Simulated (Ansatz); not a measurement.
```xyz
12

N    -1.5558   -1.2833    0.5097
C    -0.2220   -0.7208    0.6591
Ge    0.1428    0.4961   -0.8487
N     1.6775    1.5037   -0.6702
H    -1.7564   -1.9601    1.2355
H    -2.2629   -0.5620    0.5727
H     0.5138   -1.5283    0.6039
H    -0.0395   -0.1874    1.6048
H    -1.0321    1.4918   -0.9499
H     0.2916   -0.3041   -2.1526
H     2.5342    0.9704   -0.7205
H     1.7088    2.0841    0.1564
```

The species carries charge 0 and has multiplicity 1.

(1) List the r2SCAN/def2-TZVPP orbital energies in eV (the Gaussian-basis code of Ansatz). (An estimate is asked.)

Results:

(1) Ansatz gave: Occupied: -10833.85, -1348.92, -1198.97, -1198.97, -1198.96, -384.93, -384.63, -273.53, -167.14, -116.85, -116.83, -116.80, -30.20, -30.14, -30.11, -30.06, -30.06, -23.04, -21.70, -16.99, -13.59, -12.33, -12.00, -11.43, -10.13, -9.13, -8.15, -7.93, -6.13, -5.54. Lowest empty: 0.28, 0.85, 1.39, 1.97, 2.15, 2.63, 2.85, 3.10.
